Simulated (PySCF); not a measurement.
Compound: C₅H₆OS.
Numbering: `[CH3:1][S:2][c:3]1[cH:4][cH:5][o:6][cH:7]1` (hydrogens: H8, H9, H10 on C1; H11 on C4; H12 on C5; H13 on C7)

The same species was optimised twice, with GFN2-xTB and with PBE0-D3(BJ)/def2-SVP (PySCF), and the same property calculations (PySCF, gas phase) were run on both structures.

| coordinate | GFN2-xTB | PBE0-D3(BJ)/def2-SVP | change |
| --- | --- | --- | --- |
| C1–S2 (Å) | 1.815 | 1.800 | -0.015 |
| C3–C4 (Å) | 1.423 | 1.436 | +0.013 |
| O6–C7 (Å) | 1.348 | 1.354 | +0.006 |
| C3–C7 (Å) | 1.366 | 1.369 | +0.003 |
| C4–C5 (Å) | 1.358 | 1.361 | +0.003 |
| S2–C3 (Å) | 1.750 | 1.748 | -0.002 |
| C5–O6 (Å) | 1.342 | 1.344 | +0.002 |
| S2–C3–C7 (°) | 129.7 | 130.2 | +0.5 |
| C5–O6–C7 (°) | 107.2 | 107.6 | +0.4 |
| C1–S2–C3 (°) | 100.9 | 100.5 | -0.4 |
| C4–C3–C7 (°) | 105.9 | 105.7 | -0.2 |
| C4–C5–O6 (°) | 111.0 | 110.8 | -0.2 |
| S2–C3–C4 (°) | 124.4 | 124.2 | -0.2 |
| C3–C4–C5 (°) | 105.7 | 105.8 | +0.1 |
| C3–C7–O6 (°) | 110.2 | 110.1 | -0.1 |
| C1–S2–C3–C4 (°) | 180 | 180 | 0 |

Rotational constants: A = 5891, B = 1507, C = 1209 MHz (GFN2-xTB) against A = 5874, B = 1502, C = 1206 MHz (PBE0-D3(BJ)/def2-SVP). Point groups within 0.08 Å: Cs and Cs. Atoms that the bonding makes alike are paired by their places after alignment.

On the GFN2-xTB structure: HOMO (eV) -6.02 [PBE0/pcSseg-1]; LUMO (eV) 0.27 [PBE0/pcSseg-1]; dipole (D) 0.93 [PBE0/pcSseg-1]; GIAO shielding of C1 (ppm) 167.7 [PBE0/pcSseg-1]; GIAO shielding of S2 (ppm) 538.7 [PBE0/pcSseg-1]; GIAO shielding of C3 (ppm) 54.8 [PBE0/pcSseg-1]; GIAO shielding of C4 (ppm) 70.6 [PBE0/pcSseg-1]; GIAO shielding of C5 (ppm) 38.4 [PBE0/pcSseg-1]; GIAO shielding of O6 (ppm) 37.9 [PBE0/pcSseg-1]; GIAO shielding of C7 (ppm) 49.4 [PBE0/pcSseg-1].

Question: What do these properties become on the PBE0-D3(BJ)/def2-SVP structure?

Answer: 
| property | level | on GFN2-xTB | on PBE0-D3(BJ)/def2-SVP | change |
| --- | --- | --- | --- | --- |
| HOMO (eV) | PBE0/pcSseg-1 | -6.02 | -6.04 | -0.02 |
| LUMO (eV) | PBE0/pcSseg-1 | 0.27 | 0.27 | 0.00 |
| dipole (D) | PBE0/pcSseg-1 | 0.93 | 0.91 | -0.02 |
| energy, GFN2-xTB geometry as zero (kcal/mol) | PBE0/pcSseg-1 | 0.0 | -0.4 | -0.4 |
| GIAO shielding of C1 (ppm) | PBE0/pcSseg-1 | 167.7 | 166.3 | -1.4 |
| GIAO shielding of S2 (ppm) | PBE0/pcSseg-1 | 538.7 | 540.5 | +1.8 |
| GIAO shielding of C3 (ppm) | PBE0/pcSseg-1 | 54.8 | 53.9 | -0.9 |
| GIAO shielding of C4 (ppm) | PBE0/pcSseg-1 | 70.6 | 69.0 | -1.6 |
| GIAO shielding of C5 (ppm) | PBE0/pcSseg-1 | 38.4 | 37.0 | -1.4 |
| GIAO shielding of O6 (ppm) | PBE0/pcSseg-1 | 37.9 | 34.5 | -3.4 |
| GIAO shielding of C7 (ppm) | PBE0/pcSseg-1 | 49.4 | 48.0 | -1.4 |

The heavy atoms differ by 0.008 Å rms after alignment. Among bonds between heavy atoms C1–S2 changes most (-0.015 Å). Changes are differences of the printed values. Neither structure is proved a minimum here.

Conformer computed: `[CH3:1][S:2][c:3]1[cH:4][cH:5][o:6][cH:7]1`: C1–S2–C3–C4 180°.
